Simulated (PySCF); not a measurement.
Structure problem from calculated spectra and properties.

Elements present: C, H and Si. Monoisotopic mass: 108.0395 u.

| Property | Result |
| --- | --- |
| 13C NMR | chemical shifts (computed TMS as zero) by class: 143.2 (2 C), 136.6 (1 C), 135.8 (1 C), 134.7 (2 C) ppm [GIAO B97-2/pcSseg-2] |
| NMR, other nuclei | isotropic shieldings of nuclei other than C and H, by class: 412 (1 Si) ppm [GIAO B97-2/pcSseg-2] |
| 1H NMR | chemical shifts (computed TMS as zero) by class: 7.94 (2 H), 7.68 (1 H), 7.64 (2 H), 4.65 (3 H) ppm [GIAO B97-2/pcSseg-2] |
| Dipole | 0.95 D [B97-2/pcSseg-2] |
| Rotational structure | rotational constants A, B, C: 5.411, 1.508, 1.196 GHz [PBE0-D3(BJ)/def2-TZVP] |

The electronic properties come from PySCF, for the isolated species, density fitting. Levels stand in brackets. Geometry: PBE0-D3(BJ)/def2-TZVP; no solvent, vibrations or thermal averaging. NMR values are class means; diastereotopic atoms form classes of their own.

**Question.** Which formula fits the mass and the elements?

**Answer.** C6H8Si (calculated 108.0395). No other formula that holds each of these elements comes within 0.0003 u with a fitting electron parity and a possible valence count.

**Question.** What is the compound? Reason from the data.

**Answer.** Numbering: `[SiH3:1][c:2]1[cH:3][cH:4][cH:5][cH:6][cH:7]1`. Its formula, C6H8Si, gives 4 degrees of unsaturation: 1 ring and 3 π bonds in the structure found (Kekulé form). 6 carbons fall into 4 classes; from least to most shielded: aromatic CH carbon [C3/C7] (143.2 ppm, 2 C), aromatic CH carbon [C5] (136.6 ppm), substituted aromatic carbon [C2] (135.8 ppm), aromatic CH carbon [C4/C6] (134.7 ppm, 2 C). Hydrogen classes from least to most shielded: 2 H on the ortho carbons, C3/C7 (7.94 ppm), 1 H on the para carbon, C5 (7.68 ppm), 2 H on the meta carbons, C4/C6 (7.64 ppm), 3 H on an SiH3 silicon, Si1 (4.65 ppm). The other shieldings belong to: 412 ppm, SiH3 silicon [Si1]. By its constants the optimised geometry is an asymmetric top. Structure: phenylsilane, `[SiH3]c1ccccc1`. The assignments are read from this structure; whether some other isomer fits the data as well wasn't checked.
